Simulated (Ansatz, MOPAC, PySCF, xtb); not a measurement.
Lewis adduct: BH3 (SMILES B) (first 4 atoms) with C2H6S (SMILES CSC); geometry from B3LYP-D3(BJ)/def2-TZVP, rigid monomers moved along the line of their centres of mass till B1···S6 is 3.49 Å.
(charge 0, multiplicity 1):
```
atom    x (Å)    y (Å)    z (Å)
----  -------  -------  -------
B     -0.3293   0.6027   0.7595
H      0.0017  -0.2209  -0.0559
H     -1.4951   0.9039   0.7056
H      0.4334   1.5290   0.8904
C      1.8995  -1.1685   4.0838
S      0.1266  -0.9027   3.8789
C     -0.1497   0.3714   5.1264
H      2.1028  -1.5832   5.0695
H      2.2009  -1.8770   3.3153
H      2.4254  -0.2266   3.9365
H      0.0388  -0.0323   6.1196
H     -1.1916   0.6725   5.0412
H      0.4937   1.2251   4.9194
```

Monomers are frozen at their geometry in the pair; levels with a basis set take the counterpoise correction. Rows marked so take none.

Correlated levels freeze the cores. Rows in 6-31G* carry no dispersion term and start afresh at each structure (6-31G* with six Cartesian d functions). MP2/6-31G* freezes PySCF's default core. The state that PM7 reach isn't checked; PM7 holds dispersion and hydrogen-bond terms.

The values were computed with Ansatz (an electronic-structure program) with Gaussian orbitals; MOPAC for PM7 (differences of heats of formation); PySCF for 6-31G* rows, the dispersion terms; xtb for the GFN methods. Each number belongs to the level named beside it.

```csv
level,interaction energy (kcal/mol)
PM7,-3.17
GFN1-xTB,-2.14
PBE-D4/def2-TZVPPD,-7.15
r2SCAN/def2-TZVPPD,-6.13
r2SCAN-D4/def2-TZVPPD,-6.50
B3LYP-D3(BJ)/def2-TZVPPD,-6.13
PBE0/def2-TZVPPD,…
MP2/6-31G* (no counterpoise),-5.17
CCSD(T)/aug-cc-pV(D+d)Z,-5.13
```

Q: Complete the blanks.

A: 
- PBE0/def2-TZVPPD, interaction energy (kcal/mol): -5.30
